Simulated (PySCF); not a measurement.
## A ladder of Hamiltonians for O⁴⁺ (oxygen, charge +4)

Occupied: 1s1/2, 2s1/2. Hartree-Fock calculated with PySCF 2.14 in an uncontracted even-tempered set (17 s from 0.092 bohr⁻², ratio 2.7; 11 p from 0.11 bohr⁻², ratio 2.7), Gaussian nucleus throughout. NR is non-relativistic, sf-X2C the spin-free one-electron X2C Hamiltonian, X2C adds the bare one-electron spin-orbit term, X2C-SNSO screens it by Boettger's factors, DC is four-component Dirac-Coulomb, and the Gaunt and Breit terms are added at first order (total energies over the DC spinors, levels after relaxing the spinors in that mean field). QED terms are absent. Levels marked empty are virtual spinors of this ion.

```json
{"Hamiltonian": "NR", "E (hartree)": "-68.2567"}
{"Hamiltonian": "sf-X2C", "E (hartree)": "-68.3100"}
{"Hamiltonian": "X2C", "E (hartree)": "-68.3100"}
{"Hamiltonian": "X2C-SNSO", "E (hartree)": "-68.3100"}
{"Hamiltonian": "DC", "E (hartree)": "-68.3134"}
{"Hamiltonian": "DC+Gaunt", "E (hartree)": "-68.3065"}
{"Hamiltonian": "DC+Breit", "E (hartree)": "-68.3066"}
```

```tsv
level (eV)	NR	sf-X2C	X2C	X2C-SNSO	DC	DC+Gaunt	DC+Breit
1s1/2	-669.20	-669.62	-669.62	-669.62	-669.70	-669.54	-669.54
2s1/2	-111.31	-111.41	-111.41	-111.41	-111.41	-111.40	-111.40
2p1/2 (empty)	-76.623	-76.623	-76.671	-76.659	-76.660	-76.645	-76.648
2p3/2 (empty)	-76.623	-76.623	-76.600	-76.605	-76.605	-76.597	-76.600
3s1/2 (empty)	-32.540	-32.559	-32.559	-32.559	-32.560	-32.558	-32.558
```

How large are the two-electron picture-change error of X2C and the Breit correction in the total energy?

X2C-1e lies 0.0034 hartree above Dirac-Coulomb; Gaunt adds 0.0069 and the full Breit term 0.0068 hartree.

```csv
interval (eV),X2C,X2C-SNSO,DC,DC+Gaunt,DC+Breit
2p3/2 − 2p1/2,0.07173,0.05379,0.05484,0.04783,0.04784
```

Weight of the small component: 1s1/2 0.000785, 2s1/2 0.000124, 2p1/2 0.000105, 2p3/2 0.000105, 3s1/2 3.34e-05.

Koopmans' value for the highest occupied level at DC+Breit: 111.40 eV, against an ionisation energy of 113.90 eV (measured; NIST Atomic Spectra Database, ionization energies); the former lacks relaxation, correlation, QED and recoil.

The whole ladder took 34 s of wall time on 1 thread of AMD EPYC 7R43 64-Core Processor (shared host), launched as `OMP_NUM_THREADS=1 python relrun2.py TASK.json OUT` (a driver that calls PySCF for each Hamiltonian).
